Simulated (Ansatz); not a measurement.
A structure relaxed at PBE0-D4/def2-TZVP, charge 0, multiplicity 1:

| atom | x (Å) | y (Å) | z (Å) |
| --- | --- | --- | --- |
| C1 | -0.655 | 0.553 | 1.154 |
| O2 | 0.211 | -0.433 | 0.560 |
| Ga3 | 0.749 | -0.301 | -1.378 |
| F4 | 0.584 | -2.032 | -1.622 |
| F5 | 2.341 | 0.403 | -1.354 |
| F6 | -0.554 | 0.723 | -1.948 |
| H7 | -0.776 | 0.324 | 2.212 |
| H8 | -1.615 | 0.579 | 0.640 |
| H9 | -0.154 | 1.511 | 1.040 |
| H10 | -0.131 | -1.325 | 0.698 |

Problem. Give its formula and SMILES.

Solution. CH4F3GaO, `C[OH+][Ga-]([F])([F])[F]`.

Problem. Summarise the bond lengths by kind.

Solution. 1 × C–O 1.440 Å; 3 × C–H 1.087 to 1.090 Å; 1 × Ga–O 2.015 Å; 1 × H–O 0.965 Å; 3 × F–Ga 1.742 to 1.755 Å.

Computed with Ansatz.
